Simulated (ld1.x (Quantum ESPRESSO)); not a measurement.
## Which change was made? (Se, TM)

| Quantity | Value |
| --- | --- |
| Element | selenium |
| Generator | ld1.x (Quantum ESPRESSO) 7.5 |
| Type | norm-conserving Troullier–Martins (Kleinman–Bylander form) |
| Functional | PBEsol |
| Relativity | scalar-relativistic |
| Frozen core | [Ar] 3d10 |
| Valence charge | 6 |
| Reference configuration | 4s2 4p3 (charge +1) |
| Partial waves | 4s (bound): rc 1.20 bohr; 4p (bound): rc 1.90 bohr; 4d channel at 0.1 Ry: rc 1.95 bohr |
| Local potential | all-electron potential smoothed inside 1.20 bohr (lloc = -1) |
| Core correction | none |

Cutoffs, loose and tight: the cutoffs (Ry, on a coarse ladder) from which the occupation-weighted sum of valence levels, in a spherical-Bessel basis at the reference potential, stays within 10 and 1 mRy of its value at 400 Ry. They do not see the model core or the augmentation charge, which bear on the density cutoff. Test errors are all-electron minus pseudo excitation energies from the reference, over the configurations 4s2 4p4; 4s2 4p2; 4s2 4p1; 4s2 4p4.3; 4s2 4p0; 4s1 4p4; 4s2 4p3.5; variants that change the core or the reference have their own tests. The largest error is taken over the tests solved by every variant that gives reliable tests at all, those not shown here included: 4s1 4p4; 4s2 4p1; 4s2 4p2; 4s2 4p3.5.

The base gives: outcome: generated; cutoff, loose: 80 Ry; cutoff, tight: 160 Ry; bound ghosts: s; largest test error (meV): -66.

Q: After one change the result is: outcome: generated; cutoff, loose: 230 Ry; cutoff, tight: over 300 Ry; bound ghosts: s; largest test error (meV): +36. Which change was it?
A. all radii scaled by about 0.81 (s 0.98, p 1.54, d 1.58 bohr); local potential all-electron potential smoothed inside 0.98 bohr (lloc = -1)
B. all radii scaled by about 1.05 (s 1.26, p 1.98, d 2.04 bohr); local potential all-electron potential smoothed inside 1.26 bohr (lloc = -1)
C. all radii scaled by about 0.90 (s 1.08, p 1.72, d 1.76 bohr); local potential all-electron potential smoothed inside 1.08 bohr (lloc = -1)

A: A. The others give: all radii scaled by about 1.05 (s 1.26, p 1.98, d 2.04 bohr); local potential all-electron potential smoothed inside 1.26 bohr (lloc = -1) → outcome: generated; cutoff, loose: 45 Ry; cutoff, tight: 110 Ry; bound ghosts: s; largest test error (meV): +1044 | all radii scaled by about 0.90 (s 1.08, p 1.72, d 1.76 bohr); local potential all-electron potential smoothed inside 1.08 bohr (lloc = -1) → outcome: generated; cutoff, loose: 80 Ry; cutoff, tight: 300 Ry; bound ghosts: s; largest test error (meV): -35.
